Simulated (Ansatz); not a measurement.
Relaxation of AlBH$_{5}$NSiZn (10 atoms, charge 0, multiplicity 1), to a largest force component of 0.02 eV/Å in at most 50 steps.

These are results of RKS B3LYP/def2-SVP in Ansatz, not measurements.

```xyz
10
Properties=species:S:1:pos:R:3
N -2.219 1.174 -0.451
Al -0.762 0.121 -0.299
Si 1.232 -1.538 1.398
B 0.876 -1.012 -0.352
Zn 1.826 0.327 -1.505
H -2.333 1.890 -1.171
H -3.062 1.215 0.124
H 0.287 -1.761 2.530
H 1.282 -2.110 -0.349
H 1.705 1.785 -2.218
```

Task: Where does it end, and by what steps?

Result: It converged. The force dipped under the threshold on the way, but the program's further checks kept it going. After 27 steps the energy has fallen by 2.674 eV; H8 moved furthest, 1.59 Å. Joined: Al2–Si3 (3.10 → 2.50 Å), Al2–H8 (3.56 → 1.75 Å).

```tsv
step	energy less start (eV)	largest force component (eV/Å)	accepted
0	0.0000	2.479	yes
1	-0.9573	1.510	yes
2	-1.2872	0.847	yes
3	-1.4335	0.822	yes
4	-1.5516	0.688	yes
5	-1.6826	0.621	yes
6	-1.8212	0.511	yes
7	-1.9485	0.377	yes
8	-2.0697	0.331	yes
9	-2.2030	0.397	yes
10	-2.3646	0.570	yes
11	-2.5570	0.477	yes
12	-2.5852	0.915	yes
13	-2.5613	0.972	no
14	-2.6502	0.348	yes
15	-2.6602	0.188	yes
16	-2.6571	0.117	no
17	-2.6637	0.073	yes
18	-2.6647	0.059	yes
19	-2.6671	0.020	yes
20	-2.6684	0.038	yes
21	-2.6689	0.098	yes
22	-2.6707	0.096	yes
23	-2.6712	0.105	yes
24	-2.6732	0.025	yes
25	-2.6735	0.038	yes
26	-2.6737	0.024	yes
27	-2.6738	0.014	yes
```

```xyz
10
Properties=species:S:1:pos:R:3
N -2.021 0.954 -0.096
Al -0.730 -0.254 0.055
Si 0.625 -1.826 1.445
B 1.004 -1.154 -0.346
Zn 1.511 0.539 -1.426
H -2.368 1.346 -0.966
H -2.565 1.309 0.686
H -0.533 -0.639 1.751
H 1.711 -1.804 -1.088
H 2.202 1.620 -2.307
```

The run took 120 s on 2 threads of Intel(R) Xeon(R) Platinum 8488C (Sapphire Rapids) (shared host), peak memory 0.32 GiB.
